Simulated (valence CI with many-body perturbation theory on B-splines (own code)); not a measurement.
**Ho¹⁸⁺: E2, M1 decay**

Method: configuration interaction combined with many-body perturbation theory (CI+MBPT): three valence electrons over a frozen Dirac-Fock core [Kr] 4d10, radial functions for each j: 7 s, 7 p, 7 d, 7 f, 4 g, 2 h, with the one-electron correlation potential Σ1, the two-electron term Σ2, the three-electron term Σ3, Breit, model QED; selected CI, second order for the rest, scaled by the run's own slope (own B-spline code, finite nucleus).

No measured spectrum was set against this ion. As an estimate, terms of the open shell hold to a few per cent of their energy, and close levels can change places. Excitations out of the core, of the other parity, are not computed and may begin above about 129 eV (a cautious bound); beyond it only levels of the ground parity were kept, without lifetimes.

Lines 51 to 100 of 120 in falling wavelength, among levels below 1038900 cm⁻¹, chosen from the decays that carry over 1 % of a level's rate. Wavelengths and rates use the calculated energies, so an error of 2000 cm⁻¹ moves a line at 570.5 nm by 11 % and its rate by three times that or more. Electric multipoles are in the length gauge, E1 and E2 with the static RPA response of the core. S is in atomic units (e²a₀⁴ for E2 and M2, e²a₀⁶ for E3), for M1 in squared Bohr magnetons. Weak lines are less certain than strong ones. Lines between different terms over intervals too small for the method are left out, as are lines whose strength nearly cancels. Where a level lies close to another of its J and parity, the split of strength between their lines is uncertain.

Levels are named by their leading jj configuration (3d3/2^4 stands for four electrons in 3d with j = 3/2), which in mixed levels can hold well under half, so a name can repeat and another be missing. Letters in brackets count levels of one name in rising energy.

| λ vac (nm) | Upper | Lower | Type | A (s⁻¹) | S (a.u.) |
| --- | --- | --- | --- | --- | --- |
| 570.5 | (4f7/2^3) J=9/2 | (4f5/2 4f7/2^2) J=9/2 [a] | M1 | 4.39e+01 | 3.02e+00 |
| 564.2 | (4f7/2^3) J=3/2 | (4f5/2 4f7/2^2) J=3/2 [a] | M1 | 5.69e+01 | 1.52e+00 |
| 546.0 | (4f5/2 4f7/2^2) J=15/2 [b] | (4f5/2^2 4f7/2) J=15/2 | M1 | 2.53e+01 | 2.45e+00 |
| 523.5 | (4f5/2 4f7/2^2) J=3/2 [a] | (4f5/2^2 4f7/2) J=5/2 [a] | M1 | 2.63e+01 | 5.60e-01 |
| 522.0 | (4f5/2 4f7/2^2) J=1/2 | (4f5/2 4f7/2^2) J=3/2 [a] | M1 | 4.68e+00 | 4.94e-02 |
| 512.4 | (4f5/2 4f7/2^2) J=7/2 [a] | (4f5/2^2 4f7/2) J=9/2 | M1 | 3.62e-01 | 1.44e-02 |
| 494.8 | (4f5/2 4f7/2^2) J=13/2 [b] | (4f5/2^2 4f7/2) J=15/2 | M1 | 2.05e+00 | 1.29e-01 |
| 491.8 | (4f5/2^2 4f7/2) J=9/2 | (4f5/2^2 4f7/2) J=11/2 [a] | M1 | 1.57e+01 | 6.91e-01 |
| 478.1 | (4f5/2^2 4f7/2) J=1/2 | (4f5/2^2 4f7/2) J=3/2 [a] | M1 | 2.31e+01 | 1.87e-01 |
| 471.9 | (4f5/2^2 4f7/2) J=11/2 [b] | (4f5/2^2 4f7/2) J=13/2 | M1 | 2.83e+00 | 1.32e-01 |
| 461.6 | (4f5/2 4f7/2^2) J=9/2 [b] | (4f5/2^2 4f7/2) J=9/2 | M1 | 1.37e+01 | 5.00e-01 |
| 446.8 | (4f5/2 4f7/2^2) J=17/2 | (4f5/2^2 4f7/2) J=15/2 | M1 | 2.40e+01 | 1.43e+00 |
| 436.5 | (4f5/2^2 4f7/2) J=5/2 [b] | (4f5/2^2 4f7/2) J=7/2 [b] | M1 | 8.55e-01 | 1.58e-02 |
| 434.6 | (4f7/2^3) J=9/2 | (4f5/2^2 4f7/2) J=7/2 [a] | M1 | 7.99e+00 | 2.43e-01 |
| 413.1 | (4f5/2 4f7/2^2) J=3/2 [a] | (4f5/2^3) J=3/2 | M1 | 1.95e+01 | 2.04e-01 |
| 412.4 | (4f5/2 4f7/2^2) J=5/2 [a] | (4f5/2^2 4f7/2) J=7/2 [a] | M1 | 3.06e+01 | 4.78e-01 |
| 411.5 | (4f5/2 4f7/2^2) J=7/2 [b] | (4f5/2 4f7/2^2) J=9/2 [b] | M1 | 1.29e+00 | 2.67e-02 |
| 410.5 | (4f5/2 4f7/2^2) J=5/2 [a] | (4f5/2^2 4f7/2) J=3/2 [a] | M1 | 4.41e+00 | 6.78e-02 |
| 400.8 | (4f5/2^2 4f7/2) J=11/2 [b] | (4f5/2 4f7/2^2) J=11/2 | M1 | 1.31e+01 | 3.76e-01 |
| 398.8 | (4f5/2^2 4f7/2) J=5/2 [b] | (4f5/2^3) J=5/2 | M1 | 8.57e+00 | 1.21e-01 |
| 394.9 | (4f5/2 4f7/2^2) J=15/2 [b] | (4f5/2^2 4f7/2) J=13/2 | M1 | 3.48e+01 | 1.27e+00 |
| 392.9 | (4f5/2^2 4f7/2) J=3/2 [b] | (4f5/2^3) J=5/2 | M1 | 1.30e+00 | 1.17e-02 |
| 391.1 | (4f5/2 4f7/2^2) J=11/2 | (4f5/2 4f7/2^2) J=13/2 [a] | M1 | 2.40e+01 | 6.38e-01 |
| 378.0 | (4f5/2 4f7/2^2) J=7/2 [b] | (4f5/2 4f7/2^2) J=7/2 [a] | M1 | 1.66e+00 | 2.65e-02 |
| 367.4 | (4f5/2 4f7/2^2) J=13/2 [b] | (4f5/2^2 4f7/2) J=13/2 | M1 | 1.35e+01 | 3.48e-01 |
| 366.3 | (4f5/2 4f7/2^2) J=5/2 [a] | (4f5/2^2 4f7/2) J=5/2 [a] | M1 | 7.22e+00 | 7.89e-02 |
| 351.9 | (4f5/2^2 4f7/2) J=9/2 | (4f5/2^3) J=9/2 | M1 | 4.50e+01 | 7.27e-01 |
| 349.0 | (4f7/2^3) J=9/2 | (4f5/2^2 4f7/2) J=9/2 | M1 | 2.54e+00 | 4.00e-02 |
| 346.0 | (4f5/2^2 4f7/2) J=15/2 | (4f5/2 4f7/2^2) J=15/2 [a] | M1 | 4.16e+01 | 1.02e+00 |
| 345.2 | (4f5/2^2 4f7/2) J=1/2 | (4f5/2^3) J=3/2 | M1 | 1.37e+01 | 4.17e-02 |
| 341.0 | (4f5/2^2 4f7/2) J=13/2 | (4f5/2 4f7/2^2) J=13/2 [a] | M1 | 1.79e+01 | 3.68e-01 |
| 327.9 | (4f5/2^2 4f7/2) J=5/2 [b] | (4f5/2^2 4f7/2) J=7/2 [a] | M1 | 6.44e+00 | 5.05e-02 |
| 326.7 | (4f5/2^2 4f7/2) J=5/2 [b] | (4f5/2^2 4f7/2) J=3/2 [a] | M1 | 3.11e+00 | 2.41e-02 |
| 322.8 | (4f5/2 4f7/2^2) J=13/2 [b] | (4f5/2 4f7/2^2) J=11/2 | M1 | 3.41e+00 | 5.96e-02 |
| 322.7 | (4f5/2^2 4f7/2) J=3/2 [b] | (4f5/2^2 4f7/2) J=3/2 [a] | M1 | 7.40e+00 | 3.69e-02 |
| 317.8 | (4f5/2 4f7/2^2) J=9/2 [a] | (4f5/2^2 4f7/2) J=11/2 [a] | M1 | 9.76e+00 | 1.16e-01 |
| 308.6 | (4f5/2 4f7/2^2) J=5/2 [a] | (4f5/2^3) J=3/2 | M1 | 4.50e+00 | 2.94e-02 |
| 299.8 | (4f5/2 4f7/2^2) J=11/2 | (4f5/2^2 4f7/2) J=11/2 [a] | M1 | 1.58e+01 | 1.89e-01 |
| 298.0 | (4f5/2^2 4f7/2) J=5/2 [b] | (4f5/2^2 4f7/2) J=5/2 [a] | M1 | 9.01e-01 | 5.31e-03 |
| 295.2 | (4f7/2^3) J=3/2 | (4f5/2^2 4f7/2) J=3/2 [a] | M1 | 9.70e+00 | 3.70e-02 |
| 294.7 | (4f5/2^2 4f7/2) J=3/2 [b] | (4f5/2^2 4f7/2) J=5/2 [a] | M1 | 4.21e-01 | 1.60e-03 |
| 293.6 | (4f5/2^2 4f7/2) J=7/2 [a] | (4f5/2^3) J=9/2 | M1 | 1.53e+00 | 1.15e-02 |
| 287.0 | (4f5/2 4f7/2^2) J=7/2 [b] | (4f5/2 4f7/2^2) J=9/2 [a] | M1 | 7.30e-01 | 5.12e-03 |
| 283.2 | (4f5/2 4f7/2^2) J=1/2 | (4f5/2^2 4f7/2) J=3/2 [a] | M1 | 4.04e+00 | 6.81e-03 |
| 275.2 | (4f5/2^2 4f7/2) J=15/2 | (4f5/2 4f7/2^2) J=13/2 [a] | M1 | 3.61e+01 | 4.46e-01 |
| 271.6 | (4f7/2^3) J=3/2 | (4f5/2^2 4f7/2) J=5/2 [a] | M1 | 3.03e+01 | 9.01e-02 |
| 269.4 | (4f5/2^2 4f7/2) J=13/2 | (4f5/2^2 4f7/2) J=11/2 [a] | M1 | 4.66e+01 | 4.73e-01 |
| 263.3 | (4f5/2^2 4f7/2) J=11/2 [b] | (4f5/2^2 4f7/2) J=9/2 | M1 | 5.82e+00 | 4.73e-02 |
| 258.7 | (4f5/2^2 4f7/2) J=5/2 [b] | (4f5/2^3) J=3/2 | M1 | 8.08e+00 | 3.11e-02 |
| 253.2 | (4f5/2^3) J=5/2 | (4f5/2^3) J=9/2 | E2 | 3.44e-01 | 1.92e-01 |
